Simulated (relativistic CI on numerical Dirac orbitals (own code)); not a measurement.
Computed by Dirac-Coulomb-Breit CI, orbitals from a KLI potential per configuration, model QED (radiative potential, 1s self-energy scaled to tabulated hydrogen-like ionisation energies), unscaled Slater integrals (own radial code, finite nucleus).

Configuration list (outside the closed core 1s2): 2s, 2p, 3s, 3p, 3d, 4s, 4p, 4d, 4f, 5s, 5p, 5d, 5f, 5g, 6s, 6p, 6d. Levels of other configurations are missing.

At this charge energies of transitions that change n are usually good to better than 1 %, and those within a shell (Δn = 0) to a few per cent.

Outline of the computed level scheme of Os LXXIV. Lowest level of each configuration: 2s 2S_1/2 at 0.0 eV; 2p 2P°_1/2 at 203.2 eV; 3s 2S_1/2 at 11857.4 eV; 3p 2P°_1/2 at 11912.0 eV; 3d 2D_3/2 at 12430.8 eV; 4s 2S_1/2 at 15912.5 eV; 4p 2P°_1/2 at 15934.5 eV; 4d 2D_3/2 at 16151.9 eV; 4f 2F°_5/2 at 16212.1 eV.

Some strong electric-dipole decays among the lowest 15 levels: 3d 2D_5/2 → 2p 2P°_3/2 (1.9e+15 s⁻¹); 3d 2D_3/2 → 2p 2P°_1/2 (1.8e+15 s⁻¹); 3p 2P°_1/2 → 2s 2S_1/2 (8.4e+14 s⁻¹); 4d 2D_3/2 → 2p 2P°_1/2 (6.4e+14 s⁻¹); 4d 2D_5/2 → 2p 2P°_3/2 (6.2e+14 s⁻¹); 3p 2P°_3/2 → 2s 2S_1/2 (5.7e+14 s⁻¹); 4f 2F°_7/2 → 3d 2D_5/2 (4.1e+14 s⁻¹); 4f 2F°_5/2 → 3d 2D_3/2 (4.0e+14 s⁻¹).
